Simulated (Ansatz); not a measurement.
Isomers of Au5Se2⁺ (singlet), relaxed with PBE0-D4/def2-SVP; total energies from Ansatz at RPA@PBE/def2-TZVP.

```tsv
isomer	description	energy (Eh)
A	point group C2; 6 × Au–Se 2.39 to 2.45 Å	-5476.93176
B	point group C2; 6 × Au–Se 2.39 to 2.45 Å	-5476.93150
C	point group C2; 6 × Au–Se 2.39 to 2.44 Å	-5476.93075
D	point group C2v; 6 × Au–Se 2.39 to 2.44 Å	-5476.92958
```

In the def2 sets Au takes a core potential; there is no spin–orbit coupling. Correlated methods freeze 18 core orbitals; core or outer-core shells of Au, Se are correlated, in sets that lack core-valence functions.

The isomers come from a short search, and lower ones may exist.

Problem. Work out the relative energies (1 Eh = 2625.5 kJ/mol) and the Boltzmann populations at 298 K from electronic energies alone (R = 8.314 J/mol/K).

Solution. ΔE: A 0.0, B 0.7, C 2.7, D 5.7 kJ/mol. RT = 2.48 kJ/mol. Factors exp(−ΔE/RT): A 1, B 0.754, C 0.337, D 0.1; sum 2.191. Populations: A 45.6 %, B 34.4 %, C 15.4 %, D 4.6 %. Zero-point energy, vibrational entropy and symmetry numbers are left out and can shift these; an error of 4 kJ/mol changes a ratio by a factor of 5.0. Over the other density-functional and correlated levels in def2 sets, the gap between A and B ranges from 0 to 1 kJ/mol.
